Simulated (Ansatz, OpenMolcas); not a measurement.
## CH6GaN (SMILES [CH3][GaH][NH2]): methods side by side

The species is CH6GaN (9 atoms), meant as a singlet with charge 0. As SMILES, `[CH3][GaH][NH2]`. The shape is that of a PBE0-D4/def2-TZVP optimisation.

```xyz
9

C    -0.2791    0.9447   -1.1248
Ga    0.5134   -0.5319   -0.1044
N    -0.0682   -0.8076    1.5968
H    -0.7560    0.5683   -2.0331
H     0.4934    1.6522   -1.4356
H    -1.0263    1.4835   -0.5401
H     1.6179   -1.5213   -0.6087
H     0.2765   -1.5366    2.1977
H    -0.7716   -0.2513    2.0522
```

Quantity: the energy change with the Ga2–N3 bond stretched from 1.819 to 3.274 Å, in eV. The values are calculated.

```json
{"level": "HF/6-31G* (spherical functions) (restricted)", "kind": "Hartree–Fock", "program": "Ansatz", "value (eV)": "5.16", "CPU time (all runs)": "4.3 s"}
{"level": "SVWN5/6-31G* (spherical functions) (restricted)", "kind": "LDA", "program": "OpenMolcas", "value (eV)": "4.63", "CPU time (all runs)": "55 s"}
{"level": "revPBE/6-31G* (spherical functions) (restricted)", "kind": "GGA", "program": "Ansatz", "value (eV)": "4.05", "CPU time (all runs)": "13 s"}
{"level": "M06-L/6-31G* (spherical functions) (restricted)", "kind": "meta-GGA", "program": "OpenMolcas", "value (eV)": "4.42", "CPU time (all runs)": "3.3 min"}
{"level": "M06-2X/6-31G* (spherical functions) (restricted)", "kind": "hybrid meta-GGA", "program": "OpenMolcas", "value (eV)": "4.92", "CPU time (all runs)": "97 s"}
{"level": "wB97M-V/6-31G* (spherical functions) (restricted)", "kind": "range-separated hybrid", "program": "Ansatz", "value (eV)": "4.98", "CPU time (all runs)": "3.1 min"}
{"level": "PBE-QIDH/6-31G* (spherical functions) (restricted)", "kind": "double hybrid", "program": "Ansatz", "value (eV)": "5.06", "CPU time (all runs)": "21 s"}
{"level": "RPA@PBE0/6-31G* (spherical functions) (restricted)", "kind": "RPA", "program": "Ansatz", "value (eV)": "4.62", "CPU time (all runs)": "32 s"}
```

All-electron rows without a relativistic Hamiltonian named are non-relativistic. The first shape isn't each level's own minimum. The values span 4.05 to 5.16 eV. Times are those of the runs behind each value, whatever else they computed, on shared processors of several kinds: orders of magnitude only.
